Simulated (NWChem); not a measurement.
Species: CH2ClNOSi; SMILES O=C=N[SiH2]Cl

```xyz
7

Si    -0.8814    -0.6896     0.0410
Cl     0.7433    -1.9553    -0.0177
N     -0.3500     0.9341    -0.0332
C      0.1331     2.0313    -0.0196
O      0.5883     3.1038    -0.0142
H     -1.6012    -0.9057     1.3200
H     -1.7385    -0.9668    -1.1369
```
Atoms are numbered in this order, from 1.

All runs: NWChem. Structure relaxed at the PBE0/def2-SVP level. Vzz is the largest principal value of the second derivative of the potential at the nucleus (NWChem prints the opposite sign); η is the asymmetry. Non-relativistic.

For level PBE0/cc-pVTZ:

- Vzz Cl2 (a.u.): 2.010
- Vzz N3 (a.u.): 0.438
- Vzz O5 (a.u.): 0.617

**Question.** Estimate the same quantities for level PBE/def2-TZVP.

**Answer.** The vzz Cl2 (a.u.) is 2.128, the vzz N3 (a.u.) comes out as 0.421 and the vzz O5 (a.u.) is 0.584.
